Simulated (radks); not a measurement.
The numbers below are computed, except where a source is named.
Hg, 80 electrons, occupied as [Xe] 4f14 5d10 6s1 7d1 (not the ground configuration). Code: a radial shooting solver on a logarithmic mesh with Libxc functionals. Model: scalar-relativistic Kohn-Sham, PBE, spin-unpolarised, spherical densities, point nucleus. Some entries of the table are withheld. Estimate them.

orbital  occ.  eigenvalue (Ry)  <1/r> (bohr^-1)
1s          2        -6114.752            97.67
2s          2        -1084.143            22.91
2p          6        -934.7700              (1)
3s          2        -257.6728            8.490
3p          6        -214.5262            7.721
3d         10        -169.1862            7.259
4s          2        -57.06823              (2)
4p          6        -42.92599            3.284
4d         10        -26.16098              (3)
5s          2         -9.21758            1.505
4f         14              (4)            2.534
5p          6         -5.42261              (5)
5d         10         -1.24930           0.8962
6s          1         -0.94770           0.5038
7d          1         -0.04137          0.07108

Answer. 
(1) 2p <1/r> (bohr^-1): 20.28
(2) 4s <1/r> (bohr^-1): 3.644
(3) 4d <1/r> (bohr^-1): 2.947
(4) 4f eigenvalue (Ry): -7.57645
(5) 5p <1/r> (bohr^-1): 1.278
